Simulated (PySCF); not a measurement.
All values below come from B3LYP-D3(BJ)/def2-TZVP // r2SCAN-D4/def2-SVP run with PySCF 2.14.0. All species are isolated molecules in the gas phase. B3LYP has the VWN-RPA correlation part, as in Gaussian. 

Reference species: [Ag(CO)(H)] (neutral, multiplicity 1).

coordination number: 2
HOMO: -6.72 eV
charge on the central atom (Mulliken): -0.01 e
HOMO–LUMO gap: 4.08 eV

Changed species: [Ag(NH3)(F)] (L = NH3, X = F; the reference has L = CO, X = H).

Problem. Give the shifts of the coordination number, HOMO, charge on the central atom (Mulliken) and HOMO–LUMO gap.

Solution. the coordination number stays essentially unchanged; the HOMO drops by 0.05 eV, to -6.77 eV; the charge on the central atom (Mulliken) increases by 0.42 e, to 0.41 e; the HOMO–LUMO gap increases by 1.31 eV, to 5.39 eV.
